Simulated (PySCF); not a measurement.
Molecule: `CN(C)c1ccoc1`, C6H9NO.

Geometry (Å), atoms numbered from 1 in this order:
```xyz
17

C    -1.437    1.213    0.646
N    -0.875   -0.104    0.452
C    -1.659   -0.968   -0.400
C     0.499   -0.178    0.289
C     1.473    0.737    0.790
C     2.686    0.216    0.467
O     2.553   -0.939   -0.193
C     1.224   -1.176   -0.309
H    -1.351    1.850   -0.246
H    -2.492    1.109    0.896
H    -0.938    1.705    1.477
H    -1.585   -0.698   -1.463
H    -1.323   -1.996   -0.276
H    -2.704   -0.908   -0.097
H     1.301    1.653    1.316
H     3.681    0.571    0.649
H     0.943   -2.076   -0.815
```

Frames of a GFN2-xTB Langevin trajectory at 300 K; GIAO PBE0/pcSseg-1 shieldings in PySCF 2.14, gas phase, non-relativistic; equivalent atoms averaged within each frame.

Scale: 13C (σ = 186.93 ppm) and 1H (σ = 31.72 ppm) vs TMS; NH3 for 15N (σ = 267.73 ppm); 17O (σ = 336.08 ppm) against H2O (reference shieldings calculated alike). The references are static minima.

Task: How do the shifts (ppm) fluctuate along the trajectory?

Result: 
```
         time (fs)     C4     C6     C8     C5  C1/C3    N2     O7   H16   H15   H17
optimised geometry  146.6  147.3  127.5  108.0   42.5  53.4  278.3  7.33  6.31  6.95
               250  151.0  143.2  121.2  108.7   48.2  43.1  253.2  6.91  6.19  6.07
               425  145.3  153.2  128.5  112.3   41.7  41.4  293.3  7.52  6.17  6.49
               625  147.4  148.3  124.3  106.6   49.2  42.5  285.5  7.35  6.92  7.25
               800  153.4  151.7  129.3  108.3   33.5  42.2  287.0  7.33  6.26  7.43
              1000  147.1  143.3  125.4  108.3   40.1  36.4  264.0  6.81  7.19  7.38
    mean of frames  148.8  147.9  125.8  108.8   42.5  41.1  276.6  7.18  6.54  6.92
standard deviation    3.3    4.6    3.3    2.1    6.4   2.7   17.1  0.31  0.48  0.61
```

5 frames give an uncertainty of the mean of about the standard deviation over 2.2 at best, since frames this close in time may not be independent; classical motion lacks zero-point vibration, and the reference would need the same averaging.
